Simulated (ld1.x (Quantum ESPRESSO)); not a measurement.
# What one change does to a pseudopotential (I, TM)

```json
{"Element": "I", "Generator": "ld1.x (Quantum ESPRESSO) 7.5", "Type": "norm-conserving Troullier–Martins (Kleinman–Bylander form)", "Functional": "PBE", "Relativity": "scalar-relativistic", "Frozen core": "[Kr] 4d10", "Valence charge": "7", "Reference configuration": "5s1.5 5p5.5", "Partial waves": "5p (bound): rc 1.85 bohr; 5d channel at 0.3 Ry: rc 1.75 bohr; 5s (bound): rc 1.25 bohr", "Local potential": "the s channel", "Core correction": "none"}
```

Change: wave 5p (bound): rc 1.85 bohr becomes 5p (bound): rc 2.66 bohr.

Cutoffs: the cutoffs (Ry, on a coarse ladder) from which the occupation-weighted sum of valence levels, in a spherical-Bessel basis at the reference potential, stays within 10 and 1 mRy of its value at 400 Ry; they do not see the model core or the augmentation charge, which bear on the density cutoff. Errors are all-electron minus pseudo energies relative to the spin-unpolarised reference configuration.

Q: What does the change do?

A: The potential gets neither clearly harder nor softer (120 Ry and 230 Ry → 120 Ry and 230 Ry); both files keep a bound ghost (d, p); of the 7 tests that both files solve, the error grows in 5 and shrinks in 2 by more than 15 % and 0.3 meV (median size 4.8 → 9.3 meV).

| quantity | base | changed |
| --- | --- | --- |
| cutoff, loose | 120 Ry | 120 Ry |
| cutoff, tight | 230 Ry | 230 Ry |
| loose cutoff by channel (10 mRy a level) | p 15 Ry, s 110 Ry | p 12 Ry, s 110 Ry |
| bound ghosts | p, d | p, d |
| error for 5s2 5p5, meV [ΔE -5.18 eV] | +4.8 | +8.2 |
| error for 5s2 5p4, meV [ΔE 5.95 eV] | +4.7 | +9.3 |
| error for 5s2 5p3, meV [ΔE 25.79 eV] | +9.0 | +12 |
| error for 5s2 5p4.5, meV [ΔE -0.65 eV] | +4.7 | +8.9 |
| error for 5s2 5p2, meV [ΔE 55.12 eV] | +38 | +30 |
| error for 5s2 5p5.3, meV [ΔE -6.97 eV] | +4.6 | +7.8 |
| error for 5s2 5p1, meV [ΔE 94.55 eV] | +148 | +111 |

 A true bound ghost makes a file unfit for plane-wave use even where its test errors are small: the radial tests pick states by their node count and pass the ghost by.
